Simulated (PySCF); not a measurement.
H2O2S2, SMILES S(O)SO. Heavy atoms are numbered as in [OH:1][S:2][S:3][OH:4]. Hydrogens are named by the atom that carries them.

Coordinates come from a B3LYP-D3(BJ)/def2-SVP optimisation. One conformer was computed; it need not be the lowest.

The numbers are results of PySCF with PBE/pcSseg-2, not measurements.

GIAO shieldings, no solvent; atoms alike by connectivity are averaged. δ = σ(ref) − σ: ¹⁷O against H2O (σ = 327.5 ppm); ³³S against H2S (σ = 705.0 ppm); ¹H against TMS (σ = 31.47 ppm), references at their B3LYP-D3(BJ)/def2-TZVP geometries, non-relativistic.

```json
[
 {"nucleus": "¹⁷O", "atoms": "O1 (OH)", "count": "2", "δ (ppm)": "90.0"},
 {"nucleus": "³³S", "atoms": "S2", "count": "2", "δ (ppm)": "821.0"},
 {"nucleus": "¹H", "atoms": "H on O1", "count": "2", "δ (ppm)": "3.50"}
]
```
